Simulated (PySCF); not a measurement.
C₄H₁₃NSi₄.
Atom-mapped SMILES: `[SiH3:1][N:2]([SiH3:3])[C:4]1=[CH:5][SiH2:6][CH:7]=[CH:8][SiH2:9]1` (hydrogens: H10, H11, H12 on Si1; H13, H14, H15 on Si3; H16 on C5; H17, H18 on Si6; H19 on C7; H20 on C8; H21, H22 on Si9)

All values: PBE0/pcSseg-1 (PySCF, non-relativistic), on one gas-phase PBE0-D3(BJ)/def2-SVP geometry that isn't relaxed in the solvent. The solvent is an IEF-PCM continuum (Bondi radii, 1.10 Å for H, scaled by 1.2). Only the electrostatic response of the medium enters.

| run | E − E(gas) (kJ/mol) | HOMO (eV) | HOMO–LUMO gap (eV) | dipole (D) |
| --- | --- | --- | --- | --- |
| gas | 0.00 | -6.67 | 5.72 | 0.58 |
| P | -5.08 | -6.63 | 5.72 | 0.74 |
| Q | -7.03 | -6.64 | 5.73 | 0.79 |

Problem. The runs were made in acetone and chloroform. Which run belongs to which solvent?

Solution. P = chloroform, Q = acetone. The dielectric constants are 4.711 (chloroform), 20.49 (acetone), and the energy falls further as ε rises. In this model the ground state sees the solvent through ε alone.

Problem. How constant is the ratio of the lowering to (ε − 1)/(2ε + 1)?

Solution. 
| solvent | (ε − 1)/(2ε + 1) | E − E(gas) (kJ/mol) | ratio (kJ/mol) | polarisation term (kJ/mol) |
| --- | --- | --- | --- | --- |
| chloroform | 0.356 | -5.08 | -14.3 | -5.43 |
| acetone | 0.464 | -7.03 | -15.1 | -7.72 |

The ratio changes by +6.1 % in size from chloroform to acetone. The polarisation term is half the interaction of the solute with the induced surface charges.

The values belong to the conformer `[SiH3:1][N:2]([SiH3:3])[C:4]1=[CH:5][SiH2:6][CH:7]=[CH:8][SiH2:9]1`: Si1–N2–C4–C5 -156°.
